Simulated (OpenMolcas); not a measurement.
Mo3+ in a point-charge field

Mo3+ among 3 point charges of -1 e arranged as a planar triangle (D3h), 2.08 Å from the ion.
```
   2.0800    0.0000    0.0000  -1.00
  -1.0400    1.8013    0.0000  -1.00
  -1.0400   -1.8013    0.0000  -1.00
```

```yaml
Program: OpenMolcas 26.06
Method: "SS-CASPT2, IPEA 0.25 Eh, imaginary shift 0.1 Eh (closed shells correlated: 4s 4p)"
Basis: ANO-RCC-VDZP [6s5p3d1f]
Scalar_Hamiltonian: DKH2, point nucleus
Active_space: 3 electrons in 5 orbitals (4d)
State_averaging: 2S+1 = 4 even, 10 roots; 2S+1 = 2 even, 40 roots
Spin-orbit_coupling: state interaction with AMFI integrals over the reference wave functions
```

The lowest spin-free states (labels of D3, the rotations of D3h), above the lowest:

```tsv
State	Degeneracy	E (cm-1)	Free-ion L (%)
4A2	1	0	F (63)
4A1	1	630	F (100)
4A2	1	640	F (100)
4E	2	2510	F (100)
4E	2	2790	F (92)
2A1	1	11420	G (95)
2A2	1	11620	H (90)
2E	2	11870	G (50)
4A2	1	11900	P (63)
2E	2	11950	G (70)
2E	2	12410	H (66)
2A2	1	13210	G (87)
2A1	1	13220	G (87)
2E	2	13280	H (64)
2E	2	13570	P (60)
2E	2	14550	G (84)
2E	2	16140	D (66)
2A2	1	17210	P (94)
4E	2	17520	P (92)
2A1	1	17850	H (86)
```

The lowest levels with spin-orbit coupling:

```json
{"E (cm-1)": "0", "Degeneracy": "2", "Label": "E3/2", "2S+1": "4", "g": "0.00 0.00 0.19"}
{"E (cm-1)": "410", "Degeneracy": "2", "Label": "E1/2", "2S+1": "4", "g": "1.89 2.19 2.19"}
{"E (cm-1)": "600", "Degeneracy": "2", "Label": "E3/2", "2S+1": "4", "g": "0.00 0.00 5.74"}
{"E (cm-1)": "880", "Degeneracy": "2", "Label": "E1/2", "2S+1": "4", "g": "0.02 0.02 4.13"}
{"E (cm-1)": "1790", "Degeneracy": "2", "Label": "E1/2", "2S+1": "4", "g": "0.02 0.02 8.07"}
{"E (cm-1)": "2150", "Degeneracy": "2", "Label": "E1/2", "2S+1": "4", "g": "0.91 0.91 1.47"}
{"E (cm-1)": "2680", "Degeneracy": "2", "Label": "E3/2", "2S+1": "4", "g": "0.00 0.00 2.57"}
{"E (cm-1)": "2700", "Degeneracy": "2", "Label": "E3/2", "2S+1": "4", "g": "0.00 0.00 11.96"}
{"E (cm-1)": "3240", "Degeneracy": "2", "Label": "E1/2", "2S+1": "4", "g": "0.00 0.00 6.64"}
{"E (cm-1)": "3290", "Degeneracy": "2", "Label": "E1/2", "2S+1": "4", "g": "1.58 1.58 3.73"}
{"E (cm-1)": "3950", "Degeneracy": "2", "Label": "E1/2", "2S+1": "4", "g": "0.17 2.32 2.32"}
{"E (cm-1)": "4290", "Degeneracy": "2", "Label": "E1/2", "2S+1": "4", "g": "0.00 0.00 9.88"}
{"E (cm-1)": "4350", "Degeneracy": "2", "Label": "E3/2", "2S+1": "4", "g": "0.00 0.00 3.45"}
{"E (cm-1)": "4560", "Degeneracy": "2", "Label": "E1/2", "2S+1": "4", "g": "0.01 0.01 7.17"}
{"E (cm-1)": "11420", "Degeneracy": "2", "Label": "E1/2", "2S+1": "2", "g": "1.54 3.70 3.70"}
{"E (cm-1)": "11730", "Degeneracy": "2", "Label": "E3/2", "2S+1": "2 (88 %)", "g": "0.00 0.00 3.53"}
{"E (cm-1)": "12000", "Degeneracy": "2", "Label": "E1/2", "2S+1": "2", "g": "0.94 2.79 2.79"}
{"E (cm-1)": "12200", "Degeneracy": "2", "Label": "E3/2", "2S+1": "2 (89 %)", "g": "0.00 0.00 3.36"}
{"E (cm-1)": "12320", "Degeneracy": "2", "Label": "E3/2", "2S+1": "4 (54 %)", "g": "0.00 0.00 4.53"}
{"E (cm-1)": "12530", "Degeneracy": "2", "Label": "E1/2", "2S+1": "4 (86 %)", "g": "1.81 3.32 3.32"}
```

Powder χT (cm3 K/mol): 0.00304 at 2 K, 0.0108 at 10 K, 0.0496 at 50 K, 0.0997 at 100 K, 0.237 at 200 K, 0.409 at 300 K. The effective moment at 300 K is 2.828 √(χT) = 1.81 μB.

The lowest level has 2S+1 = 4, for which the spin-only value is χT = S(S+1) / 2 = 1.875 cm3 K/mol (g = 2). The computed 0.409 at 300 K differs by -1.466, through orbital momentum, spin-orbit coupling and any other state in reach.

Roots that are degenerate in the reference are averaged as groups; the widest CASPT2 spread within a group is 220 cm-1 (the 2-fold group of multiplicity 4 near 2510 cm-1 above the lowest state of its run). Shifts and gaps below about the spread of the groups concerned are not significant. Spin-orbit coupling mixes the spin-free states strongly: the lowest level takes only 46 % from its leading state, 4A1, which lies 633 cm-1 above the lowest spin-free state. The ground term spreads over less than 5000 cm-1, several times less than with real ligands, so orbital moments are less quenched and χT lies further from the spin-only value than at real sites. Free-ion shares, where given, are those of the reference states; single-state CASPT2 does not remix them. This is an electrostatic model: the charges have no orbitals. No measured value stands beside these numbers.
